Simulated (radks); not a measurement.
Dispersion coefficients C6 (hartree bohr^6) between ground-configuration atoms and ions, from the Casimir-Polder integral (3/pi) of alpha_A(iw) alpha_B(iw). Calculated with a radial shooting solver on a logarithmic mesh with Libxc functionals: non-relativistic Kohn-Sham, LB94 model potential, spin-unpolarised, spherical densities, point nucleus. Response by self-consistent Sternheimer equations with the Hartree and adiabatic LDA kernel.

C6       Be     B+     C2+     N3+     O4+     F5+    Ne6+     Mg8+
Be    250.3
B+    81.65  28.86
C2+   36.45  13.50   6.499
N3+   19.39  7.401   3.637   2.064
O4+   11.54  4.503   2.246   1.289  0.8109
F5+   7.428  2.947   1.488  0.8607  0.5452  0.3684
Ne6+  5.064  2.037   1.038  0.6048  0.3851  0.2613  0.1860
Mg8+  2.663  1.093  0.5657  0.3333  0.2140  0.1462  0.1047  0.05944

Static polarisabilities (bohr^3): Be ([He] 2s2) 42.88, B+ ([He] 2s2) 10.93, C2+ ([He] 2s2) 4.357, N3+ ([He] 2s2) 2.168, O4+ ([He] 2s2) 1.234, F5+ ([He] 2s2) 0.7683, Ne6+ ([He] 2s2) 0.5108, Mg8+ ([He] 2s2) 0.2589. The combination rule 2 Ca Cb / ((alpha_b/alpha_a) Ca + (alpha_a/alpha_b) Cb) gives 7.365 for Be-F5+, against 7.428 from the integral.
